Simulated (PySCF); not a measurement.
## As: excitation energy

As [Ar] 3d10 4s2 4p3 (4S) → As [Ar] 3d10 4s2 4p2 5s1 (4P), as a difference of total energies. Computed with PySCF 2.14 in aug-cc-pVQZ-DK (8s7p5d3f2g, 93 functions), with scalar relativity by spin-free X2C-1e. Correlated levels: valence: [Ar] 3d10 frozen. The calculations carry no spin-orbit coupling.

```json
{"method": "UHF", "excitation energy (cm⁻¹)": "50709"}
{"method": "MP2 (valence)", "excitation energy (cm⁻¹)": "52803"}
{"method": "SCS-MP2 (valence)", "excitation energy (cm⁻¹)": "52284"}
{"method": "CCSD (valence)", "excitation energy (cm⁻¹)": "52301"}
{"method": "CCSD(T) (valence)", "excitation energy (cm⁻¹)": "52411"}
```

Errors of the correlated levels include the incompleteness of this basis and the frozen core.

For comparison: 52101 cm⁻¹ (measured; NIST levels, between the centres of gravity of the two terms).
